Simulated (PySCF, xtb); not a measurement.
SnCl3Br, SMILES [Cl][Sn]([Cl])([Cl])[Br].

Harmonic wavenumbers (cm⁻¹) from GFN2-xTB (xtb) at its own minimum, in rising order: 73, 73, 91, 91, 91, 199, 281, 318, 318.

Q: What does PBE0-D3(BJ)/def2-SVP in PySCF give at its own minimum? (The exact figures need the calculation; the answer reports its results.)

A: 83, 83, 116, 116, 119, 269, 377, 406, 406. Paired by order, the mean absolute difference is 49 cm⁻¹ and the zero-point energies are 2.2 and 2.8 kcal/mol.
